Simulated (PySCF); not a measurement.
wavenumber (cm⁻¹), absorption (km/mol per cm⁻¹) and a bar:
```
        0      0.003 
       19      0.004 
       38      0.004 
       57      0.005 
       76      0.006 
       95      0.007 
      113      0.009 
      132      0.012 
      151      0.017 
      170      0.029 
      189      0.065 #
      208      0.213 ##
      227      0.285 ###
      246      0.083 #
      265      0.036 
      284      0.021 
      303      0.015 
      322      0.013 
      340      0.011 
      359      0.011 
      378      0.011 
      397      0.012 
      416      0.013 
      435      0.015 
      454      0.017 
      473      0.021 
      492      0.026 
      511      0.033 
      530      0.045 
      549      0.066 #
      567      0.106 #
      586      0.200 ##
      605      0.503 #####
      624      1.766 #################
      643      1.265 ############
      662      0.379 ####
      681      0.168 ##
      700      0.097 #
      719      0.066 #
      738      0.050 
      757      0.043 
      776      0.039 
      794      0.040 
      813      0.043 
      832      0.050 
      851      0.062 #
      870      0.085 #
      889      0.129 #
      908      0.224 ##
      927      0.490 #####
      946      1.558 ###############
      965      3.082 ##############################
      984      0.909 #########
     1002      0.339 ###
     1021      0.171 ##
     1040      0.102 #
     1059      0.068 #
     1078      0.049 
     1097      0.037 
     1116      0.029
```

This is the computed harmonic infrared spectrum of doublet HfOF, Lorentzian lines of 28 cm⁻¹ full width. These are results of UPBE0 in PySCF with Hf def2-TZVP with ECP60, O def2-TZVP, F def2-TZVP; scalar-relativistic core potentials, no spin–orbit coupling; density-fitted integrals, not measurements.

**Question.** Which bands make it up, and how are they assigned?

**Answer.** In Cs symmetry, counting bands above 1 % of the strongest: 220 cm⁻¹ (a', bend, 16 km/mol); 631 cm⁻¹ (a', stretch, 96 km/mol); 961 cm⁻¹ (a', stretch, 146 km/mol).

Other isomers or separated fragments may lie lower. With open d or f shells other occupations or spin states may lie lower. Spin–orbit coupling, left out here, can matter for elements this heavy.
